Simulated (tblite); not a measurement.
Compound: C8H17P.
Atom-mapped SMILES: `[CH3:1][CH:2]([CH3:3])[C@@H:4]1[CH2:5][PH:6][C@@H:7]([CH3:8])[CH2:9]1` (hydrogens: H10, H11, H12 on C1; H13 on C2; H14, H15, H16 on C3; H17 on C4; H18, H19 on C5; H20 on P6; H21 on C7; H22, H23, H24 on C8; H25, H26 on C9)

Cartesian coordinates in Å at the GFN2-xTB level; atoms count from 1:
```xyz
26
C8H17P angstrom
C     -1.4911    1.8713    0.6219
C     -1.5566    0.3580    0.4143
C     -2.7838    0.0179   -0.4320
C     -0.2714   -0.1690   -0.2405
C     -0.2731   -1.6892   -0.4081
P      1.4576   -2.1819   -0.8712
C      2.1682   -0.6479   -0.0358
C      2.9781    0.1911   -1.0198
C      0.9912    0.1281    0.5730
H     -2.4402    2.2373    1.0076
H     -1.2893    2.3761   -0.3208
H     -0.7150    2.1398    1.3329
H     -1.6665   -0.1220    1.3941
H     -2.6766    0.4235   -1.4363
H     -3.6779    0.4471    0.0151
H     -2.9287   -1.0564   -0.5051
H     -0.1713    0.2960   -1.2282
H     -0.5323   -2.1744    0.5381
H     -0.9642   -2.0445   -1.1728
H      1.3869   -1.5921   -2.1442
H      2.8422   -0.9841    0.7609
H      3.4710    1.0137   -0.5030
H      3.7420   -0.4172   -1.5021
H      2.3330    0.6065   -1.7921
H      1.2217    1.1930    0.5851
H      0.8253   -0.1982    1.6023
```

All values are computed: GFN2-xTB (tblite) harmonic vibrations without scaling, gas phase. Errors from tens to a few hundred cm⁻¹ against measured bands are possible. Modes of hydrogen on phosphorus can be 10 to 20 % off. One conformer, not necessarily the lowest.

Harmonic wavenumbers (cm⁻¹): 47.2, 76.1, 112.7, 164.6, 220.1, 223.6, 241.1, 297.7, 320.2, 345.4, 375.8, 405.6, 444.7, 498.4, 551.6, 670.2, 731.6, 778.5, 855.4, 873.5, 884.5, 926.4, 935.6, 947.9, 962.0, 982.0, 1020.9, 1031.4, 1055.1, 1081.9, 1116.2, 1134.7, 1153.2, 1167.0, 1179.9, 1203.4, 1213.6, 1235.8, 1273.9, 1301.0, 1304.8, 1320.3, 1328.1, 1355.8, 1409.0, 1409.3, 1422.7, 1451.1, 1483.5, 1496.1, 1498.2, 1501.2, 1506.0, 1507.3, 1518.3, 2223.8, 2912.4, 2915.0, 2921.0, 2939.9, 2968.4, 2985.1, 2996.2, 3006.7, 3015.5, 3022.0, 3023.8, 3027.9, 3028.7, 3035.3, 3049.3, 3050.6.

A = 2259, B = 870.2, C = 694.0 MHz; mass 144.107 u (most abundant isotopes); point group C1, symmetry number 1.

**Question.** Zero-point energy?

**Answer.** ½Σν̃ = 50837 cm⁻¹ = 608.14 kJ/mol.

**Question.** Entropy at 200 K, 1 bar (ideal gas, RRHO, classical rotation)?

**Answer.** Translation 162.55, rotation 119.89, vibration 81.98: S = 364.4 J/(mol K).

**Question.** And Cp and H(200 K) − H(0)?

**Answer.** Cp = 130.01 J/(mol K), of which vibrations give 96.75 (their classical limit is 72 R = 598.6); H(200 K) − H(0) = 15.94 kJ/mol without the zero-point energy, 9.29 from vibrations.

**Question.** Blend soft modes into free rotors: weight 1/[1 + (100 cm⁻¹/ν̃)⁴] for the oscillator and the rest for a rotor with moment μB/(μ + B), μ = h/(8π²ν), B = 10⁻⁴⁴ kg m². What vibrational entropy results?

**Answer.** 76.94 J/(mol K) in place of 81.98, which changes −T·S at 200 K by +1.01 kJ/mol.

**Question.** How do the functions run with temperature in this model?

**Answer.** 
```csv
T (K),S (J/(mol K)),Cp (J/(mol K)),H − H(0) (kJ/mol),G − H(0) (kJ/mol),ln q(vib)
50,248.1,53.2,2.06,-10.35,0.47
100,293.2,80.2,5.39,-23.93,1.59
298.15,426.0,183.1,31.24,-95.76,7.06
373.15,471.7,226.4,46.60,-129.42,9.25
500,547.6,293.3,79.69,-194.10,13.05
750,686.3,390.7,166.05,-348.68,20.66
1000,808.2,455.5,272.33,-535.83,28.04
```

q(vib) and H(0) count from the zero-point level.

**Question.** Which modes carry the vibrational entropy at 200 K?

**Answer.** 47.2 cm⁻¹: 17.33; 76.1 cm⁻¹: 13.43; 112.7 cm⁻¹: 10.28; 164.6 cm⁻¹: 7.38; 220.1 cm⁻¹: 5.31; 223.6 cm⁻¹: 5.20 J/(mol K); the other 66 give 23.04 together.

**Question.** What must be added to the electronic energy to get the Gibbs energy at 200 K and 1 bar?

**Answer.** ZPE + [H(200 K) − H(0)] − T·S = 608.14 + 15.94 − 72.88 = 551.20 kJ/mol.

Hindered rotation and anharmonicity are outside this model. Other conformers, if any are populated, would add a mixing term that is left out. The structure is chiral; the term R ln 2 for an equal mix with its mirror image is left out.
